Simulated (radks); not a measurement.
Ionisation of neutral thallium, [Hg] 6p1, to [Hg] as the strength of local exchange is varied. All-electron calculation, Dirac Kohn-Sham, Slater X-alpha exchange (alpha = 2/3 is LDA exchange), no correlation, spin-unpolarised, spherical densities, finite nucleus; open shells fill j = l - 1/2 first; Fermi nuclear charge, rms radius 5.4759 fm. Program: a radial shooting solver on a logarithmic mesh with Libxc functionals.

| alpha | E(Tl) (hartree) | exchange (hartree) | IE (eV) | -e of the level emptied (eV) | <r> of it (bohr) |
|---|---|---|---|---|---|
| 0.63 | -20244.1490 | -341.8938 | 4.992 | 1.984 (6p1/2) | 3.642 |
| 0.657 | -20258.8072 | -356.8185 | 5.165 | 2.123 (6p1/2) | 3.586 |
| 0.667 | -20264.2390 | -362.3518 | 5.230 | 2.175 (6p1/2) | 3.566 |
| 0.703 | -20283.8061 | -382.2969 | 5.466 | 2.367 (6p1/2) | 3.497 |
| 0.813 | -20343.7177 | -443.4854 | 6.216 | 2.996 (6p1/2) | 3.312 |
| 0.822 | -20348.6277 | -448.5080 | 6.280 | 3.049 (6p1/2) | 3.298 |
| 0.988 | -20439.4131 | -541.5904 | 7.499 | 4.110 (6p1/2) | 3.076 |

NIST Atomic Spectra Database: 6.108 eV (measured). The Delta-SCF value meets it near alpha = 0.80. Spin polarisation and multiplet splitting are left out, so open shells lie too high by an amount that depends on their filling.

Beside tabulated values, note that spin-unpolarised runs miss the spin-polarisation part of the exchange energy of open shells.
